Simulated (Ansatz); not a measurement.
This geometry of C2H4FNSi (9 atoms, charge 0, multiplicity 1) is a first-order saddle point.

These are results of RKS revPBE-D4/STO-3G in Ansatz 0.2.0, not measurements.

```xyz
9
Properties=species:S:1:pos:R:3
C -0.814 -0.977 -0.051
Si 0.583 0.189 0.469
F 2.053 -0.561 0.371
C 0.599 1.652 -0.690
N 0.604 2.591 -1.455
H -0.417 -1.979 -0.295
H -1.553 -1.093 0.760
H -1.341 -0.595 -0.943
H 0.374 0.728 1.817
```

Problem. Which two structures does it join? (They come from a converged band through this point; their orientation in space is the band's.)

Solution. No bond is made or broken. The dihedral H6–C1–Si2–F3 goes from 62 to -59°. The two ends are copies of one structure, up to a mirror image or an exchange of like atoms.

Image 0:

```xyz
9
Properties=species:S:1:pos:R:3
C -0.727 -1.028 -0.138
Si 0.682 0.127 0.349
F 2.119 -0.350 -0.311
C 0.277 1.831 -0.296
N 0.013 2.932 -0.726
H -0.548 -2.052 0.239
H -1.680 -0.669 0.291
H -0.845 -1.082 -1.234
H 0.798 0.244 1.807
```

Image 10:

```xyz
9
Properties=species:S:1:pos:R:3
C -0.829 -0.957 -0.022
Si 0.553 0.218 0.494
F 2.007 -0.559 0.604
C 0.697 1.548 -0.806
N 0.790 2.403 -1.660
H -0.615 -1.428 -0.998
H -0.966 -1.759 0.725
H -1.783 -0.407 -0.111
H 0.235 0.895 1.757
```

Problem. How far does it lie above each of them?

Solution. 0.7 kcal/mol above the first and 0.7 kcal/mol above the second. This is the barrier of this one path; another mechanism may lie lower. Limits of this set-up: minimal basis.

Run time: 67 s on 1 thread of Intel(R) Xeon(R) Processor @ 2.70GHz, with other jobs on the host, peak memory 0.1 GiB.
